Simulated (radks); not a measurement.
Question: Radial electron density D(r) = 4 pi r^2 rho(r) of an atom or ion with 6.75 electrons. Method: non-relativistic Kohn-Sham, LDA (Slater exchange, Perdew-Wang correlation), spin-polarised, spherical densities, point nucleus; computed with a radial shooting solver on a logarithmic mesh with Libxc functionals.

r (bohr),D(r) (e/bohr),spin D(r)
0.01171,0.4438,-0.000120
0.01431,0.6352,-0.000162
0.01761,0.9134,-0.000207
0.02169,1.298,-0.000238
0.0267,1.816,-0.000206
0.03287,2.495,-0.00000184
0.04047,3.352,0.000619
0.04983,4.381,0.00217
0.06135,5.536,0.00568
0.07494,6.668,0.0128
0.09226,7.705,0.0275
0.1136,8.379,0.0562
0.1399,8.472,0.109
0.1722,7.859,0.203
0.212,6.619,0.358
0.261,5.083,0.598
0.3214,3.755,0.939
0.3925,3.094,1.36
0.4833,3.174,1.83
0.595,3.751,2.24
0.7326,4.266,2.44
0.902,4.232,2.31
1.111,3.517,1.88
1.367,2.394,1.28
1.684,1.300,0.709
2.056,0.5664,0.321
2.532,0.1773,0.107
3.117,0.03884,0.0253
3.838,0.005573,0.00397

What is the nuclear charge?

Answer: Z = 8. The innermost maximum, from 1s, lies near 1/Z = 0.125 bohr (found: 0.130), and its height grows with Z. The density is that of the oxygen ion O1.25+ in [He] 2s2 2p(up 2.75, down 0); the configuration itself is not fixed sharply by these data. D(r) has 2 maxima, at r = 0.130, 0.806 bohr, and minima at 0.425 bohr, inside which lie 2.19 electrons.
